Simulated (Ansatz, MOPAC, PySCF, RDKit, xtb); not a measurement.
Noncovalent pair: CH4O (SMILES CO) (first 6 atoms) with C2H6O (SMILES COC); geometry from B3LYP-D3(BJ)/def2-TZVP, rigid monomers moved along the line of their centres of mass till H6···O8 is 3.31 Å.
(charge 0, multiplicity 1):
```xyz
15

C      0.136    -0.072    -0.244
O      0.376     0.920     0.736
H      0.789    -0.945    -0.122
H      0.343     0.372    -1.218
H     -0.905    -0.418    -0.240
H      0.202     0.535     1.611
C     -1.178     0.384     5.506
O     -0.149    -0.288     4.802
C      1.080    -0.307     5.507
H     -0.906     1.427     5.703
H     -1.389    -0.115     6.459
H     -2.068     0.357     4.880
H      1.437     0.710     5.705
H      1.804    -0.824     4.881
H      0.976    -0.840     6.459
```

```csv
level,interaction energy (kcal/mol),cost
MMFF94,-1.59,-
UFF,-0.40,-
PM3,-0.65,-
PM6,-1.10,-
GFN2-xTB,-1.59,-
HF/6-31G*,-1.52,-
HF/aug-cc-pVDZ,-1.42,-
PBE-D3(BJ)/def2-TZVPPD,-1.67,×1
PBE-D4/def2-TZVPPD,-1.67,×1
BP86/6-31G* (no counterpoise),-1.55,-
r2SCAN/def2-TZVPPD,-1.39,×2
r2SCAN-D4/def2-TZVPPD,-1.58,×2
B3LYP/3-21G (no counterpoise),-1.70,-
B3LYP/6-31G* (no counterpoise),-1.73,-
B3LYP/6-311+G** (no counterpoise),-1.58,-
B3LYP-D3(BJ)/def2-TZVPPD,-1.61,×1
PBE0-D4/def2-TZVPPD,-1.68,×1
wB97X-V/def2-TZVPPD,-1.64,×3
CCSD/aug-cc-pVDZ,-1.58,-
CCSD(T)/aug-cc-pVDZ,-1.60,×50
```

The rows run from -1.73 (B3LYP/6-31G* (no counterpoise)) to -0.40 kcal/mol (UFF). In aug-cc-pVDZ the value moves HF -1.42, CCSD -1.58, CCSD(T) -1.60, a shift of -0.18 from HF to CCSD(T). The dispersion term adds -0.19 in r2SCAN-D4.

Monomers are frozen at their geometry in the pair; levels with a basis set take the counterpoise correction. Rows marked so take none. RDKit's UFF carries no charges.

Cores are frozen in the correlated methods. Rows in 3-21G, 6-311+G**, 6-31G* carry no dispersion term and start afresh at each structure (6-31G* with six Cartesian d functions). The state that PM3, PM6 reach isn't checked.

Codes used: Ansatz (Gaussian basis) for Hartree–Fock, density functionals and correlated methods; MOPAC for PM3, PM6 (differences of heats of formation); PySCF for 3-21G rows, 6-311+G** rows, 6-31G* rows, the dispersion terms; RDKit for the force fields; xtb for the GFN methods. 

Costs are rough ratios of core time to PBE/def2-TZVPPD (about 9 s over the structures, on one shared machine); a dash marks a level with no comparable run of its own.

Ansatz is a first-principles code.
